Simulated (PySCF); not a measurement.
(3S)-3-fluoro-2-methylbut-1-ene (C5H9F), SMILES CC(=C)[C@H](C)F. Atoms are numbered in the order given.

```xyz
15

C     -1.3716    -1.0150     0.6494
C     -0.7517    -0.1443    -0.1504
C     -1.2816     0.2601    -1.5031
C      0.5488     0.5099     0.2670
C      1.7226     0.1440    -0.6295
F      0.8734     0.1512     1.5659
H     -0.9539    -1.2774     1.6239
H     -2.3150    -1.4815     0.3494
H     -0.6393    -0.1167    -2.3164
H     -1.3196     1.3584    -1.6029
H     -2.2951    -0.1346    -1.6623
H      0.4050     1.6077     0.2641
H      2.6445     0.6028    -0.2423
H      1.5633     0.5003    -1.6579
H      1.8505    -0.9492    -0.6494
```
Charge 0, spin multiplicity 1.

Coordinates come from a ωB97X-D3(BJ)/def2-SVP optimisation. One conformer was computed; it need not be the lowest.

All values below come from PySCF with HF/def2-TZVP.

ESP charges are fitted to the potential on shells at 1.4 to 2.0 van der Waals radii. Atomic charges (e):

```tsv
atom	ESP fit	Mulliken	Löwdin
C1	-0.70	-0.28	-0.18
C2	0.24	?	-0.21
C3	-0.57	?	-0.24
C4	0.43	?	-0.28
C5	-0.44	-0.34	-0.26
F6	-0.33	?	0.06
H7	0.25	0.15	0.13
H8	0.25	0.12	0.12
H9	0.16	0.12	0.12
H10	0.14	0.11	0.12
H11	0.18	0.12	0.12
H12	0.02	?	0.14
H13	0.13	0.12	0.12
H14	0.11	0.11	0.12
H15	0.14	0.11	0.12
```

**Question.** Complete the blanks. (An estimate is asked for; the answer gives what the named calculation found.)

**Answer.** 
- C2, Mulliken: -0.04
- C3, Mulliken: -0.34
- C4, Mulliken: 0.28
- F6, Mulliken: -0.32
- H12, Mulliken: 0.07

**Question.** Give the Mayer and Wiberg (Löwdin basis) orders of the bonds. (An estimate is asked for; the answer gives what the named calculation found.)

**Answer.** 
```tsv
bond	Mayer	Wiberg
C1–C2	1.96	2.06
C2–C3	0.94	1.21
C2–C4	0.98	1.10
C4–C5	0.97	1.24
C4–F6	0.91	1.54
C1–H7	0.96	0.89
C1–H8	0.98	0.89
C3–H9	0.98	0.90
C3–H10	0.98	0.90
C3–H11	0.99	0.90
C4–H12	1.00	0.83
C5–H13	0.98	0.90
C5–H14	0.98	0.90
C5–H15	0.98	0.90
```
